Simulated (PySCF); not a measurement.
BrCl3Si. Atoms are numbered in the order given.

```xyz
5

Cl    -1.6749    -0.9670     1.1137
Si     0.0000     0.0000     0.4206
Cl     1.6749    -0.9670     1.1137
Cl     0.0000     1.9340     1.1137
Br     0.0000     0.0000    -1.7910
```
Charge 0, spin multiplicity 1.

Geometry optimised at PBE-D3(BJ)/def2-SVP.

Level of theory: PBE/def2-TZVP (PySCF).

```
Property                                                                                                       Result
---------------------------------------------------------------------------------------------  ----------------------
total energy                                                                                      -4243.41271 hartree
point group                                                                                                       C3v
highest occupied level                                                                                       -7.75 eV
lowest empty level                                                                                           -2.27 eV
orbital gap                                                                                                   5.48 eV
dipole moment                                                                                                  0.17 D
quadrupole, principal values (traceless, Buckingham form, about the centre of nuclear charge)  -0.44, -0.44, 0.88 D·Å
mean static polarisability                                                                      79.1 bohr³ (11.73 Å³)
polarisability, principal values                                                               76.4, 76.4, 84.7 bohr³
```
